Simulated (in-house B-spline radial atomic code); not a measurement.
Correlation energy from the adiabatic connection: −Z/r, Z = 1.75, wall at 0.56 bohr

Two electrons in a singlet, external potential −Z/r, Z = 1.75, wall at 0.56 bohr (atomic units). Full CI in B-splines (partial waves to l = 8, correlation up to 0.6 % small) with the density held fixed gives W(λ) = <V_ee>_λ − U, and E_c is the integral of W(λ) − W(0) from 0 to 1.

```json
{"λ": "0", "W(λ) − W(0) (hartree)": "0.00000"}
{"λ": "0.02", "W(λ) − W(0) (hartree)": "-0.00207"}
{"λ": "0.05", "W(λ) − W(0) (hartree)": "-0.00516"}
{"λ": "0.12", "W(λ) − W(0) (hartree)": "-0.01232"}
{"λ": "0.25", "W(λ) − W(0) (hartree)": "-0.02542"}
{"λ": "0.4", "W(λ) − W(0) (hartree)": "-0.04023"}
{"λ": "0.6", "W(λ) − W(0) (hartree)": "-0.05948"}
{"λ": "0.8", "W(λ) − W(0) (hartree)": "-0.07818"}
{"λ": "1", "W(λ) − W(0) (hartree)": "-0.09635"}
```

Integrate the table by the trapezoid rule.

The strips give -0.00002, -0.00011, -0.00061, -0.00245, -0.00492, -0.00997, -0.01377, -0.01745, which sum to -0.04931 hartree. The direct value, W(1) − W(0) + T_c with T_c = 0.04699, is -0.04935; the curve is convex, so chords lie above it and the trapezoids fall short in size by 0.09 %.

Now use only three numbers: W(0) = -3.3642, the initial slope W'(0) = -0.1036 (extrapolated from the first points) and the strong-coupling limit of the point-charge-plus-continuum model, W∞ = -3.6212. What do second-order theory and the interpolation W(λ) = W∞ + (W(0) − W∞)/√(1 + 2χλ) of Seidl, Perdew and Levy give?

Second order keeps the slope alone: E_c = W'(0)/2 = -0.05180, +5 % in size against -0.04935. Matching the slope fixes χ = W'(0)/(W∞ − W(0)) = -0.1036/(-0.25700) = 0.40311. Integrating, with s = √(1 + 2χ) = 1.343959, E_c = −(W(0) − W∞)(s − 1)/(s + 1) = −0.25700 × 0.343959/2.343959 = -0.03771 hartree, -23.6 % in size against the full result. At λ = 1 the formula gives W − W(0) = -0.06577 against -0.09635. Part of the miss can come from the model's W∞, which here lies above the computed W at λ = 10, -3.93864.
